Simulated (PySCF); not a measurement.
## C₆ coefficients of unlike pairs at wB97X-V

Calculated with PySCF 2.14 from the dipole response of each species, C₆(A,B) = (3/π) ∫ α_A(iu) α_B(iu) du, in atomic units, from isotropic polarisabilities. For ions this is the dispersion term alone; charge-induced terms of lower order in 1/R come first.

| species | configuration | basis | relativity | α (bohr³) | C₆ (like pair) |
| --- | --- | --- | --- | --- | --- |
| Ar | [Ar] (1S) | aug-cc-pwCVQZ (10s9p7d5f3g) | none | 11.39 | 66.61 |
| Al | [Ne] 3s2 3p1 (2P) | aug-cc-pCVQZ-DK (10s9p7d5f3g) | spin-free X2C | 59.75 | 528.8 |
| Br | [Ar] 3d10 4s2 4p5 (2P) | def2-QZVPPD (12s8p5d4f1g) | none | 21.14 | 170.6 |

**Question.** Estimate C₆ for Br with Al.

**Answer.** The integral gives 272.6. The combination rule 2 C_A C_B / (C_A α_B/α_A + C_B α_A/α_B) gives 269.6 and the geometric mean 300.4.

No spin-orbit coupling is included.

The other pairs:

```json
{"pair": "Br, Ar", "C₆": "105.7"}
{"pair": "Al, Ar", "C₆": "159.7"}
```
